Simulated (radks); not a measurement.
Effect of the nuclear size on neutral gadolinium, [Xe] 4f7 5d1 6s2. Method: Dirac Kohn-Sham, BLYP, spin-unpolarised, spherical densities, finite nucleus; open shells fill j = l - 1/2 first; Fermi nuclear charge, rms radius 5.1569 fm; computed with a radial shooting solver on a logarithmic mesh with Libxc functionals. The rms radius is varied about that value; shifts are against it.

rms radius (fm)  total energy shift (eV)  density at nucleus (e/bohr^3)  1s1/2 shift (meV)  2s1/2 shift (meV)  5s1/2 shift (meV)  5p1/2 shift (meV)  6s1/2 shift (meV)  5d3/2 shift (meV)  6p1/2 (empty) shift (meV)
4.1461                             -7.53                      6.647e+05              -3100               -400              -3.08              0.381             -0.174              0.255                      0.097
4.8991                             -2.04                       6.37e+05               -839               -108             -0.833              0.103             -0.047              0.069                      0.026
5.1569                                 0                      6.287e+05              0.000              0.000              0.000              0.000              0.000              0.000                      0.000
5.3374                              1.47                      6.232e+05                606               78.1              0.602             -0.074              0.034             -0.050                     -0.019
5.9872                              7.08                      6.052e+05               2920                376               2.90             -0.358              0.164             -0.240                     -0.091

Slopes of the eigenvalues against <r^2> in GHz/fm^2, as finite differences over the two radii next to the reference (eigenvalue slopes, not the field-shift constants of lines): 1s1/2 77900, 2s1/2 10000, 5s1/2 77.3, 5p1/2 -9.56, 6s1/2 4.38, 5d3/2 -6.41, 6p1/2 (empty) -2.43.
